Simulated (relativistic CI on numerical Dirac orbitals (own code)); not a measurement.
## Cr14+: q coefficients and field-shift factors

These numbers are calculated, not measured: Dirac-Coulomb-Breit CI, orbitals from a KLI potential per configuration, derivatives by finite differences, unscaled Slater integrals, QED left out (own radial code, finite nucleus).

Configurations in the expansion (outside the closed core 1s2): 2s2.2p6, 2s2.2p5.3s, 2s2.2p5.3p, 2s2.2p5.3d, 2s.2p6.3s, 2s.2p6.3p, 2s.2p6.3d, 2s2.2p4.3s2. Levels of other configurations are missing.

With x = (α/α₀)² − 1 an excitation energy changes as ω = ω₀ + qx; K = 2q/ω₀ is the relative enhancement. Terms are leading LS components, so labels can repeat. The field-shift factor is F = δν/δ⟨r²⟩ for the transition from the lowest level.

Lowest level 2s2.2p6 1S_0.

| Level | ω₀ (cm⁻¹) | q (cm⁻¹) | K | F (GHz/fm²) |
| --- | --- | --- | --- | --- |
| 2s2.2p5.3s 3P°_2 | 4704972 | -30110 | -0.0128 | 18.9 |
| 2s2.2p5.3s 3P°_1 | 4718883 | -27870 | -0.0118 | 18.8 |
| 2s2.2p5.3s 3P°_0 | 4775133 | 41160 | 0.0172 | 18.8 |
| 2s2.2p5.3s 1P°_1 | 4784831 | 38970 | 0.0163 | 18.8 |
| 2s2.2p5.3p 3S_1 | 4917751 | -13280 | -0.0054 | 5.73 |
| 2s2.2p5.3p 3D_2 | 4946575 | -24460 | -0.00989 | 6.11 |
| 2s2.2p5.3p 3D_3 | 4953080 | -10140 | -0.00409 | 6.08 |
| 2s2.2p5.3p 1P_1 | 4963140 | -14170 | -0.00571 | 6.11 |
| 2s2.2p5.3p 3P_2 | 4974410 | -9824 | -0.00395 | 6.13 |
| 2s2.2p5.3p 3P_0 | 5007548 | 17540 | 0.00701 | 6.11 |
| 2s2.2p5.3p 3D_1 | 5013656 | 43540 | 0.0174 | 6.04 |
| 2s2.2p5.3p 3P_1 | 5032533 | 55760 | 0.0222 | 5.99 |
| 2s2.2p5.3p 1D_2 | 5034235 | 59900 | 0.0238 | 6.01 |

At this charge energies of transitions that change n are usually good to better than 1 %, and those within a shell (Δn = 0) to a few per cent.
